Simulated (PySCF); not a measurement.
Start geometry of `CC#C[C@]1(Cl)C=CC=C1C` from GFN2-xTB (Å):
```
atom  x, y, z in Å
C1     3.3213   -0.4962    1.0734
C2     2.0728   -0.3256    0.3674
C3     1.0349   -0.1686   -0.2135
C4    -0.2190   -0.0221   -0.9086
Cl5   -0.3449   -1.3383   -2.1576
C6    -0.3855    1.3113   -1.5826
C7    -1.4904    1.8970   -1.1138
C8    -2.1262    1.0331   -0.1305
C9    -1.4195   -0.0955    0.0129
C10   -1.6564   -1.2683    0.8880
H11    4.1349   -0.6343    0.3620
H12    3.2656   -1.3696    1.7228
H13    3.5267    0.3852    1.6804
H14    0.3102    1.6726   -2.3151
H15   -1.8780    2.8576   -1.4020
H16   -3.0332    1.2847    0.3891
H17   -1.7413   -2.1731    0.2859
H18   -2.5673   -1.1373    1.4662
H19   -0.8146   -1.4034    1.5683
```

Task: What comes out of this run: PBE0-D3(BJ)/def2-SVP geometry optimisation, gas phase in PySCF?

Result: 
```
atom  x, y, z in Å
C1     3.1548   -1.0407    0.2733
C2     1.8995   -0.8885   -0.4406
C3     0.8567   -0.7605   -1.0459
C4    -0.4093   -0.5998   -1.7382
Cl5   -0.5859   -1.9157   -2.9986
C6    -0.5603    0.7420   -2.4129
C7    -1.6511    1.3479   -1.9157
C8    -2.2964    0.4757   -0.9246
C9    -1.6076   -0.6751   -0.7991
C10   -1.8568   -1.8596    0.0549
H11    3.9930   -1.1775   -0.4274
H12    3.1288   -1.9133    0.9441
H13    3.3703   -0.1511    0.8853
H14    0.1453    1.1028   -3.1592
H15   -2.0178    2.3350   -2.2010
H16   -3.2073    0.7257   -0.3782
H17   -1.9485   -2.7648   -0.5679
H18   -2.7747   -1.7405    0.6457
H19   -1.0128   -2.0306    0.7437
```

The energy falls by 1.5 kcal/mol over 5 energy and gradient evaluations, the largest force component goes from 0.0161 to 4.0e-04 Eh/bohr, and the atoms move by 0.042 Å rms after alignment. Among the bonds, C6–H14, C7–H15 and C8–H16 change most and about equally (+0.016 Å). Bonds longer at the end by more than 0.005 Å: 18 of 19; shorter: 0. Rotational constants go from 1471, 844.9, 787.8 to 1444, 836.4, 778.7 MHz. The orientation of the end geometry is arbitrary; only internal coordinates are fixed.

The run used 189 basis functions and 36 SCF cycles in all. The run took about 4 min of CPU time (one thread, shared machine).

Whether it is a minimum is left open (no frequencies).
